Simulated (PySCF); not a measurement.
Input file for PySCF: D3(BJ) and D4 dispersion corrections on C3H4Li2 (SMILES [Li][C]1([Li])CC1).

```python
from pyscf import gto
from pyscf.dispersion import dftd3, dftd4

mol = gto.M(
    atom='''
    C     0.82524480    0.07307408   -0.03117797
    C    -0.40673112   -0.77879806    0.18089800
    C    -0.54910822    0.69464327   -0.14485030
    Li    1.95187346   -1.27422042    0.24897340
    Li    1.67703362    1.59353007   -0.38591344
    H    -0.77573899   -1.46218872   -0.58796474
    H    -0.74382048   -1.06840452    1.17931670
    H    -0.97339113    1.30802424    0.65394322
    H    -1.00536193    0.91424006   -1.11332488
    ''',
    basis='def2-svp',
    charge=0, spin=0, verbose=0, max_memory=1800)
d3, d4 = {}, {}
for xc in ['hf', 'pbe', 'blyp', 'revpbe', 'tpss', 'r2scan', 'b3lyp', 'pbe0', 'bhlyp', 'camb3lyp', 'b2plyp']:
    d3[xc] = float(dftd3.DFTD3Dispersion(mol, xc=xc, version='d3bj', atm=False).get_dispersion()['energy'])
    print(f'D3(BJ) {xc:10s} {d3[xc]:14.8f} Eh')
for xc in ['hf', 'pbe', 'blyp', 'revpbe', 'tpss', 'r2scan', 'b3lyp', 'pbe0', 'bhlyp', 'camb3lyp', 'b2plyp']:
    d4[xc] = float(dftd4.DFTD4Dispersion(mol, xc={'camb3lyp': 'cam-b3lyp'}.get(xc, xc), atm=True).get_dispersion()['energy'])
    print(f'D4     {xc:10s} {d4[xc]:14.8f} Eh')
```

Program output:

```
D3(BJ) hf            -0.05521284 Eh
D3(BJ) pbe           -0.00661870 Eh
D3(BJ) blyp          -0.01480375 Eh
D3(BJ) revpbe        -0.01674794 Eh
D3(BJ) tpss          -0.00849528 Eh
D3(BJ) r2scan        -0.00175255 Eh
D3(BJ) b3lyp         -0.01218141 Eh
D3(BJ) pbe0          -0.00583076 Eh
D3(BJ) bhlyp         -0.00998103 Eh
D3(BJ) camb3lyp      -0.00550424 Eh
D3(BJ) b2plyp        -0.00589251 Eh
D4     hf            -0.02327919 Eh
D4     pbe           -0.00588098 Eh
D4     blyp          -0.01344696 Eh
D4     revpbe        -0.02041466 Eh
D4     tpss          -0.00798360 Eh
D4     r2scan        -0.00134781 Eh
D4     b3lyp         -0.00955867 Eh
D4     pbe0          -0.00486769 Eh
D4     bhlyp         -0.00697574 Eh
D4     camb3lyp      -0.00487244 Eh
D4     b2plyp        -0.00406117 Eh
```

The run finished.

Cost: roughly 0.010 core-seconds.
